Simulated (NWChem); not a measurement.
C2H5Ga; SMILES C=[CH][GaH2]

```xyz
8

Ga    -0.0327    -0.7425     0.0000
H     -1.5856    -0.9956     0.0000
H      0.9889    -1.9363     0.0000
C      0.5614     1.1171     0.0000
C     -0.3259     2.1242     0.0000
H      1.6275     1.3804     0.0000
H     -0.0234     3.1797     0.0000
H     -1.4079     1.9423     0.0000
```
Atoms are numbered in this order, from 1.

Results from NWChem. Coordinates come from a PBE0/def2-SVP optimisation. Total energies compare along this basis series because the functional is fixed.

```tsv
level	basis functions	energy (Ha)	highest occupied level (eV)	orbital gap (eV)	dipole (D)	relative time
TPSS/cc-pVDZ	80	-2004.0048	-6.87	4.52	0.96	1
TPSS/aug-cc-pVDZ	127	-2004.0106	-6.94	4.50	0.89	2
TPSS/cc-pVTZ	173	-2004.0979	-6.92	4.51	0.92	1
TPSS/aug-cc-pVTZ	266	-2004.0999	-6.94	4.50	0.87	5
```

The last column is a rough cost ratio, cheapest run = 1.
